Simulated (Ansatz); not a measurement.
Total energies of `[CH]1=[CH][GeH2][AlH]1`.

```xyz
9

C    -0.811    0.160    1.112
C     0.470   -0.233    0.931
Ge    0.971   -0.217   -0.991
Al   -1.359    0.493   -0.721
H    -1.241    0.209    2.111
H     1.120   -0.516    1.762
H     2.145    0.743   -1.280
H     1.406   -1.610   -1.495
H    -2.699    0.971   -1.429
```

The species carries charge 0 and has multiplicity 1. Correlated methods include outer-core shells of Ge, which these sets cover unevenly. Scalar relativity is left out up to krypton. The structure was optimised at the PBE0-D4/def2-TZVP level. Basis def2-TZVPP, Ansatz.

RPA on PBE orbitals: Hartree–Fock energy of these orbitals -2395.85513 Eh, correlation -1.08209 Eh (frozen core).

```json
{"functional": "LDA (SPW92)", "energy without D4 (Eh)": "-2393.67642", "D4 term (kJ/mol)": "–"}
{"functional": "revPBE", "energy without D4 (Eh)": "-2398.40082", "D4 term (kJ/mol)": "-54.3"}
{"functional": "BLYP", "energy without D4 (Eh)": "-2398.65313", "D4 term (kJ/mol)": "-43.1"}
{"functional": "r2SCAN", "energy without D4 (Eh)": "-2398.54957", "D4 term (kJ/mol)": "-4.5"}
{"functional": "PBE0", "energy without D4 (Eh)": "-2398.16082", "D4 term (kJ/mol)": "-16.8"}
{"functional": "B3LYP", "energy without D4 (Eh)": "-2398.70910", "D4 term (kJ/mol)": "-32.5"}
{"functional": "HSE06 (plane-wave form)", "energy without D4 (Eh)": "-2398.15046", "D4 term (kJ/mol)": "-15.9"}
{"functional": "BHLYP", "energy without D4 (Eh)": "-2398.56504", "D4 term (kJ/mol)": "-27.9"}
{"functional": "CAM-B3LYP", "energy without D4 (Eh)": "-2398.71057", "D4 term (kJ/mol)": "-17.3"}
{"functional": "LC-ωPBE", "energy without D4 (Eh)": "-2398.21741", "D4 term (kJ/mol)": "–"}
{"functional": "ωB97X-V", "energy without D4 (Eh)": "-2398.38175", "D4 term (kJ/mol)": "–"}
{"functional": "ωB97M-V", "energy without D4 (Eh)": "-2398.46037", "D4 term (kJ/mol)": "–"}
{"functional": "B2PLYP", "energy without D4 (Eh)": "-2398.07581", "D4 term (kJ/mol)": "–"}
{"functional": "PBE-QIDH", "energy without D4 (Eh)": "-2397.73073", "D4 term (kJ/mol)": "–"}
```

(1) Give the same for PBE, B97M-V, r2SCANh, r2SCAN0. (Best estimate.)

B3LYP takes the VWN-RPA correlation (the form of Gaussian; ORCA's B3LYP/G). HSE06 is the plane-wave form, built on full-range PBE exchange. The double hybrids freeze the cores in their second-order part.

Answers

(1) Ansatz gave: 
```
functional  energy without D4 (Eh)  D4 term (kJ/mol)
       PBE             -2398.07288             -19.9
    B97M-V             -2398.19706                 –
   r2SCANh             -2398.53622              -4.9
   r2SCAN0             -2398.51755              -5.5
```

LC-ωPBE has ω = 0.4 bohr⁻¹.
